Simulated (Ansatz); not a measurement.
ClFGeH4OSi (`[OH][GeH]([F])[SiH2]Cl`), relaxed with RKS PBE0-D4/def2-TZVP in Ansatz 0.2.0 from a PBE-D4/def2-SVP geometry. The force threshold is 0.005 eV/Å; the program also tests the step.

Total charge 0; spin multiplicity 1.

Start:

```xyz
9

O    -1.540   -0.602   -1.251
Ge   -1.048   -0.155    0.409
F    -0.971   -1.628    1.383
Si    1.217    0.635    0.249
Cl    1.929   -0.455   -1.400
H    -0.752   -0.917   -1.740
H    -2.202    0.700    0.983
H     1.299    2.100   -0.076
H     2.067    0.322    1.444
```

```tsv
step	energy (eV)	largest force (eV/Å)	largest move (Å)
1	-81734.3595	0.650	0.000
2	-81734.3993	0.390	0.089
3	-81734.4095	0.120	0.043
4	-81734.4118	0.059	0.033
5	-81734.4131	0.048	0.046
6	-81734.4133	0.032	0.020
7	-81734.4135	0.007	0.013
8	-81734.4135	0.002	0.003
```

End:

```xyz
9

O    -1.598   -0.586   -1.233
Ge   -1.022   -0.151    0.378
F    -0.944   -1.616    1.324
Si    1.237    0.633    0.240
Cl    2.068   -0.401   -1.338
H    -0.919   -1.007   -1.767
H    -2.128    0.709    1.000
H     1.294    2.082   -0.071
H     2.011    0.339    1.468
```

Hardware: 4 threads of an Intel Xeon Platinum 8375C on a shared host. Wall time 27 s, peak host memory 0.69 GiB.
